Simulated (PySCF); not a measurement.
C5H11NO.
Atom-mapped SMILES: `[CH3:1][CH2:2][CH2:3][CH2:4][C:5]([NH2:6])=[O:7]` (hydrogens: H8, H9, H10 on C1; H11, H12 on C2; H13, H14 on C3; H15, H16 on C4; H17, H18 on N6)

A GFN2-xTB structure was refined with PBE0-D3(BJ)/def2-TZVP geometry optimisation, gas phase in PySCF 2.14.0. Its GFN2-xTB values:

```csv
coordinate,GFN2-xTB
C1–C2,1.498 Å
C1–H8,1.071 Å
C2–C3,1.512 Å
C2–H11,1.083 Å
C3–C4,1.567 Å
C3–H13,1.087 Å
C4–C5,1.484 Å
C4–H15,1.105 Å
C5–N6,1.350 Å
C5=O7,1.219 Å
N6–H17,0.999 Å
N6–H18,1.005 Å
C1–C2–C3,111.4°
C2–C3–C4,112.9°
C3–C4–C5,112.8°
C4–C5–N6,113.4°
C4–C5–O7,125.6°
N6–C5–O7,120.9°
C3–C4–C5–N6,180°
```

Question: How do these coordinates change at the PBE0-D3(BJ)/def2-TZVP level?

Answer: 
```
 coordinate  PBE0-D3(BJ)/def2-TZVP (Å or °)  change
      C3–C4                           1.515  -0.052
      C4–C5                           1.516  +0.032
      C1–H8                           1.094  +0.023
      C1–C2                           1.519  +0.021
     C2–H11                           1.097  +0.014
     C4–H15                           1.096  -0.009
      C5–N6                           1.358  +0.008
     C3–H13                           1.094  +0.007
      C5=O7                           1.212  -0.007
      C2–C3                           1.519  +0.007
     N6–H17                           1.003  +0.004
     N6–H18                           1.005   0.000
   C4–C5–O7                           123.3    -2.3
   C1–C2–C3                           112.7    +1.3
   C4–C5–N6                           114.6    +1.2
   N6–C5–O7                           122.0    +1.1
   C3–C4–C5                           113.2    +0.4
   C2–C3–C4                           112.7    -0.2
C3–C4–C5–N6                             172      -8
```

The energy falls by 10.1 kJ/mol over 8 energy and gradient evaluations, the largest force component goes from 0.0419 to 3.7e-04 Eh/bohr, and the atoms move by 0.078 Å rms after alignment. The bond that changes most is C3–C4 (chain CH2 carbon to sp3 carbon next to a carbonyl), which shortens by 0.052 Å. Bonds longer at the end by more than 0.005 Å: 9 of 17; shorter: 4. Among the dihedrals that turn most is H15–C4–C5–O7, from -120° to -132°. Rotational constants go from 7825, 1071, 964.1 to 7834, 1066, 961.7 MHz.

The run used 283 basis functions and 59 SCF cycles in all. The run took 14 min wall, 20 min CPU on 2 threads, Intel Xeon at 2.50 GHz (x86_64), no GPU, shared host with 64 logical CPUs at a one-minute load of 65, and the process peaked at 1.7 GiB of memory.

PBE0-D3(BJ)/def2-TZVP frequencies: not computed here. The numbers are those of one conformer.
